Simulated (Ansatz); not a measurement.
Cartesian coordinates (Å):
```xyz
9

C      2.1408     0.5439    -0.1224
C      1.1018    -0.0518    -0.2409
N     -0.0705    -0.6797    -0.4159
C     -1.3002     0.0518    -0.1145
H      3.0635     1.0586    -0.0305
H     -0.0751    -1.6444    -0.1183
H     -1.3179     0.9691    -0.7013
H     -1.3900     0.3138     0.9455
H     -2.1526    -0.5613    -0.4057
```
Charge 0, multiplicity 1.

All values below come from Ansatz (an electronic-structure program) with frozen-core CCSD(T)/cc-pVTZ // B3LYP-D3(BJ)/def2-TZVP.

```
Quantity                        Value
----------------------  -------------
HF energy               -170.94105 Ha
MP2 correlation energy    -0.68816 Ha
```

Estimate the CCSD correlation energy, the (T) correction, the total energy and the T1 diagnostic.


The CCSD correlation energy is -0.71290 Ha and the (T) correction is -0.03262 Ha. The CCSD(T) total energy comes out as -171.68656 Ha and the T1 diagnostic is 0.012.
